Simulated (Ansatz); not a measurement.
Computed with frozen-core CCSD(T)/cc-pVTZ // B3LYP-D3(BJ)/def2-TZVP in Ansatz (a first-principles code).

Ansatz 0.2 input:
```yaml
crystal:
  periodic: [false, false, false]
  atoms:
    - { symbol: C, position_ang: [1.511937, -0.423903, -0.124264] }
    - { symbol: B, position_ang: [0.007045, -0.002003, 0.030126] }
    - { symbol: C, position_ang: [-1.088986, -1.063965, 0.40134] }
    - { symbol: C, position_ang: [-0.414143, 1.486564, -0.239494] }
    - { symbol: H, position_ang: [1.645492, -0.722961, -1.174313] }
    - { symbol: H, position_ang: [1.805792, -1.285051, 0.479207] }
    - { symbol: H, position_ang: [2.217901, 0.392848, 0.043556] }
    - { symbol: H, position_ang: [-0.718485, -1.927957, 0.956267] }
    - { symbol: H, position_ang: [-1.948164, -0.639139, 0.926273] }
    - { symbol: H, position_ang: [-1.485006, -1.4502, -0.549261] }
    - { symbol: H, position_ang: [-1.450865, 1.60988, -0.560835] }
    - { symbol: H, position_ang: [-0.330008, 2.007982, 0.725587] }
    - { symbol: H, position_ang: [0.245066, 2.020387, -0.92794] }
basis:
  gaussian: { orbitals: cc-pVTZ }
correlation:
  method: ccsd_t
```

Output:

```
Functional definition: HF
1361 factors; integrals over basis functions are off by at most 9.7e-4 eV
mean field evaluation 1: about -3903.4083 eV, gradient 3.9e1 eV
mean field evaluation 2: about -3903.4065 eV, gradient 3.9e1 eV
mean field evaluation 4: about -3907.4052 eV, gradient 3.1e0 eV
mean field evaluation 8: about -3907.4524 eV, gradient 1.4e-1 eV
mean field evaluation 16: about -3907.4561 eV, gradient 4.5e-1 eV
mean field -3907.45248915 eV, -143.5962304097 hartree, gradient 6.1e-6 eV, S^2 0.000000; 0 other end points of the search recorded, 0 dependent functions left out
4 core orbitals not correlated
reference -3907.45248915 eV, -143.5962304097 hartree; 12, 12 occupied and 230, 230 virtual orbitals, 1361 factors
second order -17.43000163 eV of doubles, -0.00000000 eV of singles
cycle   1  -18.35324424 eV  change   -9.2e-1 eV  update   7.8e-2
cycle   2  -18.77245203 eV  change   -4.2e-1 eV  update   2.2e-2
cycle   3  -18.82591495 eV  change   -5.3e-2 eV  update   8.1e-3
cycle   4  -18.82286809 eV  change    3.0e-3 eV  update   1.9e-3
cycle   5  -18.82263796 eV  change    2.3e-4 eV  update   6.5e-4
cycle   6  -18.82253661 eV  change    1.0e-4 eV  update   1.8e-4
cycle   7  -18.82248692 eV  change    5.0e-5 eV  update   5.0e-5
cycle   8  -18.82248524 eV  change    1.7e-6 eV  update   1.7e-5
perturbative correction -0.69429491 eV, -0.0255148673 hartree
Total energy: -3926.96926930 eV, -144.3134588514 hartree
```

Cost: roughly 8 core-minutes.
